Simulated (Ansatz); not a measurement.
The cluster Sn₂O₆H₄, relaxed as a singlet with RKS r2SCAN-D4/def2-SVP in Ansatz, starting from the GFN1-xTB geometry. Force threshold 0.02 eV/Å.

In the def2 sets Sn takes a core potential; there is no spin–orbit coupling. The structure holds 2 bonds between oxygen atoms, so isomers without such links may lie far lower. The structure comes from a short search, and lower isomers may exist.

Start:

```xyz
12

Sn    0.6195   -0.2534   -1.9155
Sn   -1.9743    0.3399    0.9799
O    -1.6947   -0.4428   -1.4131
O     2.3301    0.5560   -1.3491
O    -1.0919    0.7859   -0.9905
O     0.4910   -1.2802    0.2119
O    -0.5228    1.0783    2.0899
O    -0.8358   -1.5683    0.6227
H    -1.4019   -1.0489   -0.6324
H     3.1256    0.9619   -1.0296
H     0.1832    1.4604    2.5925
H     0.7719   -0.5889    0.8332
```

(1) Estimate the energy that the relaxation releases and the steps that it takes.

(2) Does the start keep its bonding and symmetry?

(3) Predict the relaxed structure.

Results:

(1) 42.1 kcal/mol, in 17 steps; 44 s on 4 threads of Arm Neoverse V2 on a shared host. No frequencies were taken in this run, so the end may be a saddle point.

(2) Bonds lost: Sn1–O3 (atoms count from 1).

(3) 
```tsv
atom	x (Å)	y (Å)	z (Å)
Sn1	0.8973	-0.4835	-1.8244
Sn2	-1.5326	0.6852	0.9523
O3	-1.9621	-0.4611	-1.5644
O4	2.0863	0.8333	-0.9221
O5	-0.9605	0.5478	-1.1751
O6	0.4577	-1.3939	0.3429
O7	0.5071	0.9325	1.3570
O8	-0.9591	-1.3847	0.6996
H9	-1.7557	-1.1620	-0.8833
H10	1.6860	1.1683	-0.0952
H11	0.7355	1.3476	2.2004
H12	0.8000	-0.6296	0.9124
```
Bond lengths (bridged metal pairs left out): 6 × O–Sn 1.99 to 2.39 Å; 2 × O–O 1.46 to 1.47 Å; 4 × H–O 0.97 to 1.01 Å.
